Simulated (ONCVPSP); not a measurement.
# Logarithmic derivatives: tin (Sn), ONCV

```json
{
  "Element": "tin (Sn)",
  "Generator": "ONCVPSP 4.0.1",
  "Type": "optimised norm-conserving Vanderbilt (ONCV)",
  "Functional": "Wu-Cohen",
  "Relativity": "scalar-relativistic",
  "Frozen core": "[Ar] 3d10 4s2",
  "Valence charge": "20",
  "Reference configuration": "4p6 4d10 5s2 5p2",
  "Partial waves": "5s: rc 1.60 bohr, ncon 3, nbas 7, qcut 3.3 1/bohr, 2 projectors, debl 2.5 Ha; 4p+5p: rc 1.75 bohr, ncon 3, nbas 7, qcut 8.9 1/bohr, 2 projectors; 4d: rc 1.60 bohr, ncon 3, nbas 7, qcut 9.2 1/bohr, local",
  "Local potential": "the d channel",
  "Core correction": "Teter function, fcfact 3.75, rcfact 1.2"
}
```

The phase is arctan(r·R′/R) of the radial function R(r), unwrapped; energies in Ha, scanned from -5 to 5 Ha. A pole is an energy at which the radial function vanishes at the test radius. The pseudo phase is shifted by a multiple of π to meet the all-electron one at the reference energy, and phase errors are pseudo minus all-electron; the curves can meet again beyond the range given. Levels narrower than the energy grid can be missing from the lists of poles. Where the grid stepped over a known ghost or core level, its pole and its step of π were put in at the level’s energy. n/a: not evaluated, since a narrow level or a reset projector energy made the automatic matching unsafe.

```json
{"channel": "s", "radius (bohr)": "1.63", "reference energy (Ha)": "-0.39", "poles, all-electron": "-4.92, -4.77, 4.73", "poles, pseudo": "4.71", "unbroken range about the reference energy with phases within 0.05 rad": "n/a", "phase error 1 Ha above the reference energy (rad)": "n/a"}
{"channel": "p", "radius (bohr)": "1.78", "reference energy (Ha)": "-0.14", "poles, all-electron": "-3.16, 4.33", "poles, pseudo": "-3.16, 0.99", "unbroken range about the reference energy with phases within 0.05 rad": "below 0.4", "phase error 1 Ha above the reference energy (rad)": "-0.352"}
{"channel": "d", "radius (bohr)": "1.63", "reference energy (Ha)": "-0.95", "poles, all-electron": "-0.33", "poles, pseudo": "-0.31", "unbroken range about the reference energy with phases within 0.05 rad": "below 1.1", "phase error 1 Ha above the reference energy (rad)": "+0.013"}
```

Note: ghosts flagged at negative energy: s at -25.3 eV; GHOST(+) flagged for p at 28.8 eV. A true bound ghost makes a file unfit for plane-wave use.

Phases in the s channel:

```
E (Ha)  all-electron  pseudo
 -4.96         1.859   1.309
 -4.48        -1.701   1.289
 -4.00        -1.788   1.264
 -3.52        -1.844   1.233
 -3.04        -1.897   1.193
 -2.56        -1.960   1.137
 -2.08        -2.044   1.057
 -1.60        -2.169   0.931
 -1.12        -2.377   0.696
 -0.64        -2.750  -2.744
 -0.16        -3.328  -3.327
  0.32        -3.857  -3.854
  0.80        -4.170  -4.168
  1.28        -4.346  -4.345
  1.76        -4.454  -4.454
  2.24        -4.527  -4.527
  2.72        -4.580  -4.579
  3.20        -4.620  -4.620
  3.68        -4.654  -4.653
  4.16        -4.682  -4.682
  4.64        -4.708  -4.709
```
